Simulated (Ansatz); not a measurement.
Consider the formal exchange of groups at a B–Si bond: `CB[SiH2][SiH2]Cl` + CH₃NH₂ → `CBCN` + `[SiH3][SiH2]Cl`.

Program: Ansatz. Geometries: PBE0-D4/def2-TZVP. ΔE: electronic, gas phase. CBS: MP2 limit from def2 TZ/QZ plus the TZ coupled-cluster correction, frozen cores. Each species was taken in one conformer, which may not be the lowest.

| species | CCSD/def2-TZVPP energy (Eh) |
| --- | --- |
| `CB[SiH2][SiH2]Cl` | -1105.45737 |
| CH₃NH₂ | -95.68504 |
| `CBCN` | -160.29252 |
| `[SiH3][SiH2]Cl` | -1040.85501 |

Problem. Work out ΔE.

Solution. ΔE = (-160.29252) + (-1040.85501) − (-1105.45737) − (-95.68504) = -0.00512 Eh = -0.14 eV. CCSD(T)/CBS gives -0.12 eV.

Largest T1 diagnostic among the species: 0.012.

The D4 term adds +0.06 eV with B3LYP and +0.04 eV with PBE0; it sums over pairs of atoms, weighted by their polarisabilities, and B3LYP, whose exchange is more repulsive, gets the larger term. In def2-TZVPP, CCSD(T) changes the Hartree–Fock value by +0.13 eV (the triples alone add +0.02 eV) and MP2 by +0.10 eV.

B3LYP here is the variant with VWN-RPA as its local correlation; programs differ in this.
